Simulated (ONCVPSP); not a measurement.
PBEsol ONCV dataset for lanthanum, scalar-relativistic all-electron reference.

Input for ONCVPSP 4.0.1:

```
# ATOM AND REFERENCE CONFIGURATION
# atsym  z   nc   nv     iexc    psfile
  La 57.00    9    4  -116133      upf
#
#   n    l    f
    1    0    2.00
    2    0    2.00
    2    1    6.00
    3    0    2.00
    3    1    6.00
    3    2   10.00
    4    0    2.00
    4    1    6.00
    4    2   10.00
    5    0    2.00
    5    1    6.00
    5    2    1.00
    6    0    2.00
#
# PSEUDOPOTENTIAL AND OPTIMIZATION
# lmax
    3
#
#   l,   rc,      ep,       ncon, nbas, qcut
    0    2.25    0.00    4    7    6.00
    1    2.45    0.00    3    7    6.50
    2    3.95    0.00    5   10    4.70
    3    3.75    0.24    4    7    3.40
#
# LOCAL POTENTIAL
# lloc, lpopt,  rc(5),   dvloc0
    4    1    1.60    0.00
#
# VANDERBILT-KLEINMAN-BYLANDER PROJECTORs
# l, nproj, debl
    0    2    1.80
    1    2    1.70
    2    1    3.10
    3    3    2.00
#
# MODEL CORE CHARGE
# icmod, fcfact, rcfact
    3    3.75    1.50
#
# LOG DERIVATIVE ANALYSIS
# epsh1, epsh2, depsh
   -3.00    5.00    0.02
#
# OUTPUT GRID
# rlmax, drl
    6.00    0.01
#
# TEST CONFIGURATIONS
# ncnf
    4
# nvcnf
#   n    l    f
    4
    5    0    2.00
    5    1    6.00
    5    2    1.00
    6    0    1.00
#
    4
    5    0    2.00
    5    1    6.00
    5    2    1.00
    6    0    0.00
#
    4
    5    0    2.00
    5    1    6.00
    5    2    0.00
    6    0    0.00
#
    4
    5    0    2.00
    5    1    6.00
    5    2    2.00
    6    0    0.00
#
```

Command:

```bash
oncvpsp.x < La.dat > La.out
```

The program printed (shortened: citation, most of the input echo, consistency checks and plot data are left out):

```
ONCVPSP  (Optimized Norm-Conservinng Vanderbilt PSeudopotential)
scalar-relativistic version 4.0.1

#   n    l    f        energy (Ha)
    1    0    2.00    -1.4234712E+03
    2    0    2.00    -2.2661390E+02
    2    1    6.00    -2.0313106E+02
    3    0    2.00    -4.8462312E+01
    3    1    6.00    -4.0964817E+01
    3    2   10.00    -3.0187043E+01
    4    0    2.00    -9.7797262E+00
    4    1    6.00    -7.3411762E+00
    4    2   10.00    -3.8134815E+00
    5    0    2.00    -1.4313161E+00
    5    1    6.00    -8.2316012E-01
    5    2    1.00    -1.1402178E-01
    6    0    2.00    -1.3616429E-01

Reference configufation results
  iterations    25
  all-electron total energy (Ha)   -8.49000440D+03

Begin loop to  construct optimized pseudo wave functions
and semi-local pseudopoentials for all angular momenta

Calculating optimized projector #   1

 for l=   0

    Fraction of norm inside rc  0.907494
    Optimizing pswf for qcut=   6.00 a_B^-1,  ecut=  17.98 Ha
    Residual kinetic energy error=  2.76D-07 Ha

    Energy error per electron        Cutoff
         Ha          eV             Ha
         0.01000     0.27211        8.71
         0.00100     0.02721       11.44
         0.00010     0.00272       13.59
         0.00001     0.00027       15.46

Calculating optimized projector #   2

 for l=   0

    Fraction of norm inside rc  0.052065
    Optimizing pswf for qcut=   6.00 a_B^-1,  ecut=  17.98 Ha
    Residual kinetic energy error=  2.15D-07 Ha

    Energy error per electron        Cutoff
         Ha          eV             Ha
         0.01000     0.27211        6.73
         0.00100     0.02721       10.29
         0.00010     0.00272       12.95
         0.00001     0.00027       15.18

   Wellstate for l =  1  n =  7
     eigenvalue =   0.8768
     asymptotic potential =   1.3768
     half-point radius =  5.4056

Calculating optimized projector #   1

 for l=   1

    Fraction of norm inside rc  0.858547
    Optimizing pswf for qcut=   6.50 a_B^-1,  ecut=  21.14 Ha
    Residual kinetic energy error=  3.83D-08 Ha

    Energy error per electron        Cutoff
         Ha          eV             Ha
         0.01000     0.27211        7.36
         0.00100     0.02721       11.72
         0.00010     0.00272       14.62
         0.00001     0.00027       16.79

Calculating optimized projector #   2

 for l=   1

    Fraction of norm inside rc  0.118149
    Optimizing pswf for qcut=   6.50 a_B^-1,  ecut=  21.14 Ha
    Residual kinetic energy error=  4.56D-08 Ha

    Energy error per electron        Cutoff
         Ha          eV             Ha
         0.01000     0.27211        5.06
         0.00100     0.02721       11.76
         0.00010     0.00272       14.87
         0.00001     0.00027       17.12

Calculating optimized projector #   1

 for l=   2

    Fraction of norm inside rc  0.800818
    Optimizing pswf for qcut=   4.70 a_B^-1,  ecut=  11.07 Ha
    Residual kinetic energy error=  5.82D-10 Ha

    Energy error per electron        Cutoff
         Ha          eV             Ha
         0.01000     0.27211        4.01
         0.00100     0.02721        5.57
         0.00010     0.00272        6.85
         0.00001     0.00027        8.08

WARNING wellstate: localized bound state found for n= 4 l= 3
WARNING this state with energy -0.16127529
WARNING will be used for the first projector

   Wellstate for l =  3  n =  8
     eigenvalue =   1.8387
     asymptotic potential =   2.3387
     half-point radius =  7.1285

   Wellstate for l =  3  n = 10
     eigenvalue =   3.8387
     asymptotic potential =   4.3387
     half-point radius =  6.7166

Calculating optimized projector #   1

 for l=   3

    Fraction of norm inside rc  0.991736
    Optimizing pswf for qcut=   3.40 a_B^-1,  ecut=   5.76 Ha
    Residual kinetic energy error=  1.40D-02 Ha

    Energy error per electron        Cutoff
         Ha          eV             Ha
         0.01000     0.27211        6.08
         0.00100     0.02721       13.50
         0.00010     0.00272       18.07
         0.00001     0.00027       27.36

Calculating optimized projector #   2

 for l=   3

    Fraction of norm inside rc  0.242343
    Optimizing pswf for qcut=   3.40 a_B^-1,  ecut=   5.76 Ha
    Residual kinetic energy error=  1.86D-01 Ha

    Energy error per electron        Cutoff
         Ha          eV             Ha
         0.01000     0.27211       17.82
         0.00100     0.02721       20.57
         0.00010     0.00272       29.04
         0.00001     0.00027       46.76

Calculating optimized projector #   3

 for l=   3

    Fraction of norm inside rc  0.184157
    Optimizing pswf for qcut=   3.40 a_B^-1,  ecut=   5.76 Ha
    Residual kinetic energy error=  7.27D-01 Ha

    Energy error per electron        Cutoff
         Ha          eV             Ha
         0.01000     0.27211       23.64
         0.00100     0.02721       28.01
         0.00010     0.00272       38.94
         0.00001     0.00027       62.36

Construct Vanderbilt / Kleinmman-Bylander projectors

B matrix Hermiticity error, ll=   0
   1   2    8.7247E-05

  Orthonormal projector coefficients  6.8128E+00  7.5326E-01

B matrix Hermiticity error, ll=   1
   1   2   -1.3363E-04

  Orthonormal projector coefficients  4.4450E+00  6.3065E-01

B matrix Hermiticity error, ll=   3
   1   2   -1.6120E-04
   1   3   -2.7612E-04
   2   3   -7.0664E-05

  Orthonormal projector coefficients -3.6203E+01  1.1986E+01 -1.6120E+00

Model core correction analysis
  based on d2Exc/dn_idn_j

d2excae - all-electron derivatives

   -2.564352D-02   -2.237862D-02   -9.092977D-03   -1.748658D-03
   -2.237870D-02   -2.225854D-02   -1.253267D-02   -2.804633D-03
   -9.092905D-03   -1.253241D-02   -1.752650D-02   -1.362842D-02
   -1.748575D-03   -2.804297D-03   -1.362363D-02   -2.344194D-02

d2excps - pseudofunction derivatives with no core correction

   -3.338552D-02   -2.722016D-02   -1.033056D-02   -2.540161D-03
   -2.722097D-02   -2.507884D-02   -1.322267D-02   -3.320126D-03
   -1.033069D-02   -1.322238D-02   -1.776838D-02   -1.377588D-02
   -2.540246D-03   -3.319827D-03   -1.377110D-02   -2.351934D-02

rms 2nd derivative error    2.746468E-03

rmatch, rhocmatch    1.2075    3.3961

Teter function model core charge with specified parameters

d2excps - pseudofunction derivatives with core correction

   -2.320815D-02   -2.036981D-02   -8.827877D-03   -1.733134D-03
   -2.036977D-02   -2.032272D-02   -1.213626D-02   -2.824939D-03
   -8.827685D-03   -1.213592D-02   -1.752039D-02   -1.368843D-02
   -1.733033D-03   -2.824604D-03   -1.368361D-02   -2.344186D-02

rms 2nd derivative error    1.066917E-03

Pseudoatom total energy  -31.906682

Diagnostic tests using Vanderbilt-Kleinman-Bylander pseudopotentials
  1 or more projectors used as specified by nproj input data

   l    rcore       rmatch      e in        delta e   norm test  slope test

   0   2.2630231   2.3317334  -1.4313161  -0.0000001   1.0000999   1.0000995
   0   2.2630231   2.3317334  -0.1361643   0.0000015   1.0000281   1.0000240

   1   2.4607116   2.5354241  -0.8231601  -0.0000023   1.0000690   1.0000722
   1   2.4607116   2.5354241   0.8768399   0.0000244   1.0001622   1.0001622

   2   3.9709935   4.0915615  -0.1140218  -0.0000001   0.9999995   1.0000018

   3   3.7628538   3.8771022  -0.1612753   0.0000005   1.0006077   1.0006110
run_diag: lschvkbbe ERROR   2   6   3  60  1.83872471E+00  2.07259718E+00
   3   3.7628538   3.8771022   1.8387247   0.2338725   1.3604850   0.3910253
run_diag: lschvkbbe ERROR   3   7   3  60  3.83872470E+00  4.27259717E+00
   3   3.7628538   3.8771022   3.8387247   0.4338725   8.8623680   0.3935847

 Testing for bound ghosts
   n   l    E NL Schr. Eq   E Basis Diag.   E Cutoff

   1   0       -1.431316       -1.431316     37.09
   2   0       -0.136163       -0.102039     37.09

   2   1       -0.823162       -0.823156     36.91

   3   2       -0.114022       -0.113965     28.14

       3                      -20.868812     27.59  WARNING - GHOST(-)
   4   3       -0.161275       -0.161256     27.59

 Testing for highly-localized positive-energy ghosts
       l    <radius>/rc     E Basis Diag.   E Cutoff

       0        0.610571        4.094371     37.09  WARNING - GHOST(+)

       3        0.587117       25.290633     27.59  WARNING - GHOST(+)

Test configuration 0

   n   l     f        eae           eps        diff
   1   0  2.0000-1423.47120850
   2   0  2.0000 -226.61389633
   2   1  6.0000 -203.13106047
   3   0  2.0000  -48.46231154
   3   1  6.0000  -40.96481728
   3   2 10.0000  -30.18704293
   4   0  2.0000   -9.77972624
   4   1  6.0000   -7.34117624
   4   2 10.0000   -3.81348155
   5   0  2.0000   -1.43131611   -1.43131626   -1.47D-07
   5   1  6.0000   -0.82316012   -0.82316238   -2.26D-06
   5   2  1.0000   -0.11402178   -0.11402187   -9.12D-08
   6   0  2.0000   -0.13616429   -0.13616274    1.55D-06

    Total energies and differences
      AE_ref= -8.49000440D+03  AE_tst= -8.49000440D+03  dif=  0.00D+00
      PS_ref= -3.19066821D+01  PS_tst= -3.19066821D+01  dif=  2.13D-14
      PSP excitation error= -2.13D-14

Test configuration 1

   n   l     f        eae           eps        diff
   1   0  2.0000-1423.68818955
   2   0  2.0000 -226.83009666
   2   1  6.0000 -203.34729219
   3   0  2.0000  -48.67852976
   3   1  6.0000  -41.18103484
   3   2 10.0000  -30.40322640
   4   0  2.0000   -9.99566334
   4   1  6.0000   -7.55704826
   4   2 10.0000   -4.02918585
   5   0  2.0000   -1.64585206   -1.64604365   -1.92D-04
   5   1  6.0000   -1.03697154   -1.03700863   -3.71D-05
   5   2  1.0000   -0.31344216   -0.31336928    7.29D-05
   6   0  1.0000   -0.30768502   -0.30771940   -3.44D-05

    Total energies and differences
      AE_ref= -8.49000440D+03  AE_tst= -8.48978392D+03  dif=  2.20D-01
      PS_ref= -3.19066821D+01  PS_tst= -3.16861537D+01  dif=  2.21D-01
      PSP excitation error= -4.77D-05

Test configuration 2

   n   l     f        eae           eps        diff
   1   0  2.0000-1423.94212535
   2   0  2.0000 -227.08295197
   2   1  6.0000 -203.60018336
   3   0  2.0000  -48.93130754
   3   1  6.0000  -41.43381071
   3   2 10.0000  -30.65597537
   4   0  2.0000  -10.24775846
   4   1  6.0000   -7.80901341
   4   2 10.0000   -4.28084273
   5   0  2.0000   -1.89461073   -1.89508560   -4.75D-04
   5   1  6.0000   -1.28345931   -1.28355629   -9.70D-05
   5   2  1.0000   -0.53877599   -0.53858112    1.95D-04

    Total energies and differences
      AE_ref= -8.49000440D+03  AE_tst= -8.48938526D+03  dif=  6.19D-01
      PS_ref= -3.19066821D+01  PS_tst= -3.12873474D+01  dif=  6.19D-01
      PSP excitation error= -1.97D-04

Test configuration 3

   n   l     f        eae           eps        diff
   1   0  2.0000-1424.33436387
   2   0  2.0000 -227.47919447
   2   1  6.0000 -203.99620033
   3   0  2.0000  -49.32533075
   3   1  6.0000  -41.82783096
   3   2 10.0000  -31.05055195
   4   0  2.0000  -10.63779778
   4   1  6.0000   -8.19867327
   4   2 10.0000   -4.66989787
   5   0  2.0000   -2.26795020   -2.26707424    8.76D-04
   5   1  6.0000   -1.64508459   -1.64452579    5.59D-04

    Total energies and differences
      AE_ref= -8.49000440D+03  AE_tst= -8.48869041D+03  dif=  1.31D+00
      PS_ref= -3.19066821D+01  PS_tst= -3.05928893D+01  dif=  1.31D+00
      PSP excitation error=  1.90D-04

Test configuration 4

   n   l     f        eae           eps        diff
   1   0  2.0000-1423.61043634
   2   0  2.0000 -226.74856748
   2   1  6.0000 -203.26597303
   3   0  2.0000  -48.59790544
   3   1  6.0000  -41.10041482
   3   2 10.0000  -30.32228036
   4   0  2.0000   -9.91607515
   4   1  6.0000   -7.47747992
   4   2 10.0000   -3.94948657
   5   0  2.0000   -1.57046315   -1.57192781   -1.46D-03
   5   1  6.0000   -0.96709161   -0.96769238   -6.01D-04
   5   2  2.0000   -0.26281797   -0.26283048   -1.25D-05

    Total energies and differences
      AE_ref= -8.49000440D+03  AE_tst= -8.48978185D+03  dif=  2.23D-01
      PS_ref= -3.19066821D+01  PS_tst= -3.16838452D+01  dif=  2.23D-01
      PSP excitation error= -2.93D-04
```

Note: ghosts flagged at negative energy: f at -567.9 eV; GHOST(+) flagged for s at 111.4 eV. A true bound ghost makes a file unfit for plane-wave use.

The run took about 5.1 s on one core of a shared server CPU.
